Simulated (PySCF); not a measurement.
Isomers of C3H11NSn. Method: PBE0-D3(BJ)/def2-SVP geometry optimisation, gas phase, def2 core potentials past Kr (PySCF). One conformer each; no zero-point energy, no entropy. No frequencies were run at this level. Point groups hold within 0.08 Å.

**Question.** Order them by energy at this level, lowest first, and give relative energies in kcal/mol.
A. SnH2Me(NHEt) (`CC[NH][SnH2][CH3]`)
B. SnH3(NHiPr) (`[H][Sn]([H])([H])[NH]C(C)C`)
C. SnHMe2(NHMe) (`[CH3][SnH]([CH3])[NH]C`)

**Answer.** C (0.0), A (1.6), B (3.4).

Neighbours under 2.5 kcal/mol apart ([H][Sn]([CH3])([CH3])[NH]C and [H][Sn]([H])([CH3])[NH]CC; [H][Sn]([H])([CH3])[NH]CC and [H][Sn]([H])([H])[NH]C(C)C) can change places with a better method, another conformer or zero-point energy.

```json
{"SMILES": "[H][Sn]([CH3])([CH3])[NH]C", "E (Eh)": "-389.63537", "E rel (kcal/mol)": "0.0", "dipole (D)": "1.33", "point group": "C1", "A, B, C (MHz)": "3785, 2022, 1533"}
{"SMILES": "[H][Sn]([H])([CH3])[NH]CC", "E (Eh)": "-389.63280", "E rel (kcal/mol)": "1.6", "dipole (D)": "0.91", "point group": "C1", "A, B, C (MHz)": "6728, 1299, 1203"}
{"SMILES": "[H][Sn]([H])([H])[NH]C(C)C", "E (Eh)": "-389.62999", "E rel (kcal/mol)": "3.4", "dipole (D)": "0.78", "point group": "C1", "A, B, C (MHz)": "5561, 1285, 1204"}
```

**Question.** As an exercise, what shares would exp(−E/RT) give at 1000 K from these electronic energies alone (no entropy, no degeneracies)?

**Answer.** RT = 1.987 kcal/mol: [H][Sn]([CH3])([CH3])[NH]C 61.4 %, [H][Sn]([H])([CH3])[NH]CC 27.3 %, [H][Sn]([H])([H])[NH]C(C)C 11.2 %.
